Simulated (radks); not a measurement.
Task: These are the eigenvalues of the occupied orbitals of an atom or ion with whole-number occupations (hartree). All-electron calculation, scalar-relativistic Kohn-Sham, r2SCAN, spin-polarised, spherical densities, finite nucleus; meta-GGA in the generalised Kohn-Sham scheme; Fermi nuclear charge, rms radius of each element as measured or else 0.836 A^(1/3) + 0.57 fm. Program: a radial shooting solver on a logarithmic mesh with Libxc functionals.

orbital  eigenvalue
1s up     -2042.326
1s down   -2042.325
2s up     -342.6433
2s down   -342.6431
2p up     -303.4634
2p down   -303.4629
3s up     -77.04599
3s down   -76.98736
3p up     -65.01192
3p down   -64.95323
3d up     -49.72819
3d down   -49.68297
4s up     -15.62364
4s down   -15.49558
4p up     -11.64511
4p down   -11.51752
4d up      -6.24784
4d down    -6.12009
5s up      -2.17124
5s down    -2.11274
5p up      -1.24118
5p down    -1.20139
4f up      -0.39603
6s up      -0.34789
4f down    -0.28301

Which element is it, and in what charge state? The configuration may be excited. Open shells, if any, are filled with parallel spins first.

Result: Z = 67, holmium, charge +1: Ho+ in [Xe] 4f11 6s1. The list shows which subshells hold electrons but not how many an open one holds; the 1s level, -2042.3 hartree, gives Z - s = 63.9 by -(Z - s)^2/2, which with screening and relativity narrows Z to a few neighbours, and the depths of the outer levels then fix element, charge and occupations together.
